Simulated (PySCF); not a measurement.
Level of theory: PBE0-D3(BJ)/def2-TZVP run with PySCF. Isolated molecules, 0 K electronic values unless said otherwise. 

Reference species (SMILES): `C(=O)C#N` (neutral, multiplicity 1).

```
Property          Value
-------------  --------
dipole moment    2.44 D
LUMO           -3.09 eV
```

Changed species: `O=c1cn1`.

Task: Predict the effect on the dipole moment and LUMO.

Result: the dipole moment goes up by 1.18 D, to 3.62 D; the LUMO goes up by 0.93 eV, to -2.16 eV.
